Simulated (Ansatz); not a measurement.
Ga(Br)(OH)2 (BrGaH2O2), SMILES [OH][Ga]([OH])[Br].

Geometry optimised at B3LYP-D3(BJ)/def2-SVP. One conformer was computed; it need not be the lowest.

Two levels are set side by side: PBE/def2-SVPD (Ansatz, a program for electronic structure) and CAM-B3LYP/def2-SVPD (Ansatz). Energy differences of separate SCF runs at the same geometry; the states with an electron removed or added have multiplicity 2 and 2. Differences are taken from unrounded values.

```csv
quantity,CAM-B3LYP
vertical ionisation energy (eV),11.34
vertical singlet–triplet gap (eV),5.80
```

What does PBE give, and how far is it from CAM-B3LYP? (The exact figures need the calculation; the answer reports its results.)


```
quantity                             PBE  PBE minus CAM-B3LYP
---------------------------------  -----  -------------------
vertical ionisation energy (eV)    10.53                -0.81
vertical singlet–triplet gap (eV)   4.95                -0.86
```
